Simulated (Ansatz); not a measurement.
The inner images of a band of FHOSSi (5 atoms, charge 0, multiplicity 1) are given out of order.

Level of theory: RKS r2SCAN/def2-SVP (Ansatz).

First end point:

```xyz
5
Properties=species:S:1:pos:R:3
O -0.326 1.159 -0.230
Si -0.129 -0.436 0.063
F 1.466 -0.626 0.246
S -1.481 -1.806 0.171
H 0.470 1.709 -0.250
```

Last end point:

```xyz
5
Properties=species:S:1:pos:R:3
O 0.323 1.173 -0.172
Si 0.095 -0.427 0.082
F 1.594 -0.948 0.314
S -1.527 -1.478 0.111
H -0.485 1.680 -0.334
```

**Question.** Put them in order from the first end to the last, with their energies above the first end.
A.
```xyz
5
Properties=species:S:1:pos:R:3
O -0.262 1.180 0.012
Si -0.080 -0.436 0.120
F 1.498 -0.728 0.285
S -1.481 -1.763 0.082
H 0.326 1.747 -0.499
```
B.
```xyz
5
Properties=species:S:1:pos:R:3
O -0.060 1.200 0.139
Si -0.029 -0.429 0.135
F 1.519 -0.828 0.344
S -1.485 -1.696 0.022
H 0.056 1.754 -0.640
```
C.
```xyz
5
Properties=species:S:1:pos:R:3
O -0.313 1.169 -0.102
Si -0.107 -0.437 0.099
F 1.482 -0.673 0.267
S -1.482 -1.790 0.120
H 0.420 1.730 -0.384
```
D.
```xyz
5
Properties=species:S:1:pos:R:3
O 0.077 1.199 0.132
Si -0.002 -0.429 0.130
F 1.532 -0.872 0.333
S -1.494 -1.655 0.033
H -0.113 1.757 -0.629
```
E.
```xyz
5
Properties=species:S:1:pos:R:3
O 0.201 1.193 0.065
Si 0.026 -0.428 0.121
F 1.549 -0.907 0.318
S -1.505 -1.608 0.058
H -0.270 1.750 -0.563
```
F.
```xyz
5
Properties=species:S:1:pos:R:3
O -0.175 1.191 0.097
Si -0.054 -0.433 0.131
F 1.511 -0.782 0.308
S -1.483 -1.730 0.052
H 0.200 1.755 -0.588
```
G.
```xyz
5
Properties=species:S:1:pos:R:3
O 0.285 1.184 -0.045
Si 0.059 -0.427 0.106
F 1.569 -0.932 0.310
S -1.516 -1.551 0.087
H -0.397 1.726 -0.458
```

**Answer.** C (+0.027 eV), A (+0.092 eV), F (+0.158 eV), B (+0.187 eV), D (+0.151 eV), E (+0.060 eV), G (-0.035 eV).

Time of the run: 6.1 min on 1 thread of Intel(R) Xeon(R) Processor @ 2.50GHz (Skylake/Cascade Lake), with other jobs on the host, peak memory 0.14 GiB.
